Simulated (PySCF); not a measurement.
A PySCF script (with the pyscf-properties extension) for the NMR shieldings of `C[C@@H]1C[C@@H](C(F)(F)F)N[SiH2]1`, C₅H₁₀F₃NSi, on a GFN2-xTB geometry:

```python
import basis_set_exchange as bse
import numpy as np
from pyscf import gto, dft
from pyscf.prop import nmr

atoms = """
C    -2.383106    0.568292   -0.472367
C    -0.974606    0.395443    0.079687
C     0.042136    0.162773   -1.043925
C     1.250519   -0.588272   -0.480758
C     2.234329    0.364128    0.209650
F     3.297135   -0.306414    0.694353
F     1.707335    1.022692    1.249290
F     2.724970    1.292686   -0.627057
N     0.747958   -1.564748    0.441207
Si   -0.709350   -1.097042    1.240197
H    -2.425343    1.401624   -1.173202
H    -3.083350    0.765783    0.335667
H    -2.708052   -0.330704   -0.991242
H    -0.710800    1.314507    0.608918
H    -0.412062   -0.475869   -1.803173
H     0.352896    1.092747   -1.523145
H     1.831717   -1.065302   -1.283484
H     1.447090   -2.173618    0.832117
H    -0.569241   -0.686929    2.637445
H    -1.665323   -2.189583    1.066787
"""
names = dict.fromkeys(["C", "F", "N", "Si", "H"], "pcSseg-1")
basis = {el: gto.basis.parse(bse.get_basis(n, elements=[el], fmt="nwchem")) for el, n in names.items()}
mol = gto.M(atom=atoms, basis=basis, charge=0, verbose=0)
mf = dft.RKS(mol, xc="PBE0")
mf.grids.level = 2
mf.grids.alignment = dft.numint.BLKSIZE   # the property module wants whole blocks of grid points
mf.conv_tol = 1e-9
mf.kernel()

calc = nmr.RKS(mf)   # GIAO
C = mf.mo_coeff
Co = C[:, mf.mo_occ > 0]
resp = mf.gen_response(singlet=True, hermi=2)
def vind(x):   # induced exchange potential for any number of trial vectors
    d = np.einsum("pi,xij,qj->xpq", C, 2 * x.reshape(-1, C.shape[1], Co.shape[1]), Co, optimize=True)
    return np.einsum("xpq,pi,qj->xij", resp(d - d.transpose(0, 2, 1)), C, Co, optimize=True).ravel()
mo1, _ = nmr.rhf.solve_mo1(calc, with_cphf=vind)
sigma = calc.kernel(mo1)
for i, s in enumerate(sigma):   # ppm
    print("%2d %-2s %9.2f" % (i, mol.atom_pure_symbol(i), np.trace(s) / 3))
```

Problem. What are the results?

Solution. 
```
 0 C     167.74
 1 C     167.69
 2 C     149.24
 3 C     123.07
 4 C      50.06
 5 F     263.29
 6 F     271.26
 7 F     266.99
 8 N     241.64
 9 Si    366.58
10 H      30.26
11 H      30.30
12 H      30.78
13 H      29.90
14 H      30.12
15 H      29.33
16 H      27.92
17 H      31.16
18 H      26.77
19 H      27.04
```

These numbers come from an equivalent density-fitted implementation of the same equations, which agrees with the script to about 0.01 ppm for H and up to a few tenths of a ppm for heavy atoms, so last digits may differ.

Problem. Turn these shieldings into chemical shifts. δ = σ(ref) − σ, references computed at the same level: ¹³C (σref 186.93) and ²⁹Si (σref 349.16) and ¹H (σref 31.72) against TMS; CFCl3 for ¹⁹F (σref 170.95); ¹⁵N (σref 267.73) against NH3.

Solution. Averaging equivalent atoms: C 4: 136.9; C 3: 63.9; C 2: 37.7; C 1: 19.2; C 0: 19.2; F 5/6/7: -96.2; N 8: 26.1; Si 9: -17.4; H 18: 4.94; H 19: 4.68; H 16: 3.80; H 15: 2.39; H 13: 1.82; H 14: 1.59; H 10/11/12: 1.27; H 17: 0.56 ppm. Unscaled 19F shifts against computed CFCl3 carry errors that often reach 10 to 50 ppm. Experimental scales use liquid or dissolved standards, which lie at an offset from isolated NH3 (liquid NH3: subtract about 20 ppm).

Size and cost of the density-fitted run: 227 basis functions, 51 s wall time on 1 thread of an Arm Neoverse V1, shared host; peak memory 1.1 GiB.
